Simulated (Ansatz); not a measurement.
Ansatz (a first-principles code) input:

Ansatz 0.2 input:
```yaml
crystal:
  periodic: [false, false, false]
  atoms:
    - {symbol: C, position_ang: [-0.06547347, -0.27621392, -0.88274398]}
    - {symbol: C, position_ang: [-1.20312415, -0.46372147, 0.01665988]}
    - {symbol: Cl, position_ang: [-2.18182911, 1.11398697, 0.12894635]}
    - {symbol: C, position_ang: [1.17386005, 0.34026456, -0.41121223]}
    - {symbol: Cl, position_ang: [2.22427000, -0.93494098, 0.44326151]}
    - {symbol: H, position_ang: [-0.14182300, -0.59831085, -1.91212415]}
    - {symbol: H, position_ang: [-0.90483894, -0.66858765, 1.04176552]}
    - {symbol: H, position_ang: [-1.91268687, -1.20723568, -0.32949217]}
    - {symbol: H, position_ang: [1.79853440, 0.72565892, -1.20956492]}
    - {symbol: H, position_ang: [1.00774485, 1.10271835, 0.34566010]}
basis:
  gaussian:
    orbitals: def2-TZVP
hamiltonian:
  xc: b3lyp
  dispersion: d3bj
magnetization: {spin_polarized: true, initial_magnetization: 1}
phonons: {temperatures: {t_min: 298.15, t_max: 298.15, t_step: 100}}
```

### Question
What final total energy does it print?

### Answer
-1037.79478 Eh (B3LYP-D3(BJ)/def2-TZVP). The basis has 197 functions.

It need not be the lowest isomer of its formula.
